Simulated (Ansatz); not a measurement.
A nudged elastic band was laid between two geometries of C₂H₄BClO (9 atoms, charge 0, multiplicity 1).

Method: RKS PBE/def2-SVP in Ansatz.

```json
{
  "movable images": "7",
  "climbing image": "yes",
  "spring": "5.0 eV/Å²",
  "optimiser": "quadratic models (default)",
  "start path": "IDPP",
  "force threshold": "0.05 eV/Å",
  "iteration limit": "60",
  "end points": "relaxed"
}
```

First end point:

```xyz
9
Properties=species:S:1:pos:R:3
B -0.247 1.755 -0.608
O -0.179 0.689 0.246
C 0.125 -0.614 0.006
C 0.156 -1.510 1.008
Cl 0.468 -1.069 -1.648
H -0.549 2.803 -0.075
H -0.018 1.633 -1.791
H -0.067 -1.173 2.030
H 0.400 -2.560 0.814
```

Last end point:

```xyz
9
Properties=species:S:1:pos:R:3
B -0.553 1.590 -0.090
O 0.611 0.873 -0.047
C 0.692 -0.477 -0.237
C 0.033 -1.399 0.485
Cl 1.817 -0.886 -1.499
H -0.448 2.770 0.171
H -1.595 1.033 -0.377
H -0.647 -1.083 1.288
H 0.179 -2.468 0.289
```

(1) Which bonds break or form, and what moves?

(2) What energy profile does the band end with?

(3) What is the geometry of the highest image?

## Answers

(1) No bond is made or broken. The dihedral B1–O2–C3–Cl5 goes from -1 to 125°.

(2) The forces met the threshold. The highest image is number 5 of 0 to 8, 1.7 kcal/mol above the first end and 0.3 kcal/mol above the last; the last end lies 1.4 kcal/mol above the first. A vibrational analysis at the climbing image gives one clearly imaginary mode, 66i cm⁻¹: a first-order saddle point.

```tsv
image	path coordinate (Å)	energy (kcal/mol)	dihedral B1–O2–C3–Cl5 (°)
0	0.00	0.0	-1
1	0.41	0.1	15
2	0.82	0.5	32
3	1.22	1.1	48
4	1.63	1.5	64
5	2.04	1.7	80
6	2.43	1.7	95
7	2.82	1.5	110
8	3.21	1.4	125
```

(3) 
```xyz
9
Properties=species:S:1:pos:R:3:forces:R:3
B -0.322 1.692 -0.376 0.01 -0.01 0.00
O 0.430 0.791 0.326 -0.01 0.03 0.04
C 0.520 -0.537 0.011 0.00 -0.03 -0.03
C -0.126 -1.503 0.682 -0.01 0.02 0.02
Cl 1.625 -0.860 -1.300 0.00 -0.01 -0.01
H -0.298 2.827 0.051 -0.01 0.01 -0.02
H -0.963 1.330 -1.345 0.01 0.00 0.01
H -0.795 -1.225 1.508 0.00 -0.01 0.00
H 0.016 -2.560 0.426 0.01 0.00 -0.01
```

Time of the run: 41 s on 2 threads of Intel(R) Xeon(R) Platinum 8488C (Sapphire Rapids), on a shared host, peak memory 0.15 GiB.
